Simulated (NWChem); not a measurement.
System: SnSiH₃Cl, singlet; SMILES [Sn]([Cl])[SiH3]

```xyz
6

Sn     0.7251    -0.1782     0.0000
Cl    -1.2463    -1.5522     0.0000
Si    -0.8274     2.0022     0.0000
H     -1.7032     1.9866     1.2162
H     -1.7108     1.9831    -1.2106
H     -0.0693     3.2967    -0.0040
```
Atoms are numbered in this order, from 1.

Low-valent species are run as closed-shell singlets; no triplet was tried in these runs. All runs use the structure optimised with PBE0/def2-SVP. Not confirmed as a minimum by frequencies. def2 effective core potentials on Sn; no spin-orbit coupling.

### Question
List the 4 lowest vertical singlet excitations from PBE0/def2-SVPD with def2 effective core potentials on Sn, TDA (NWChem).

### Answer
| state | energy (eV) | oscillator strength | leading excitation (squared amplitude) |
|---|---|---|---|
| S1 | 2.04 | 0.004 | HOMO → LUMO (0.99) |
| S2 | 4.23 | 0.012 | HOMO → LUMO+1 (0.96) |
| S3 | 4.36 | 0.004 | HOMO−1 → LUMO (0.93) |
| S4 | 4.73 | 0.012 | HOMO−3 → LUMO (0.93) |
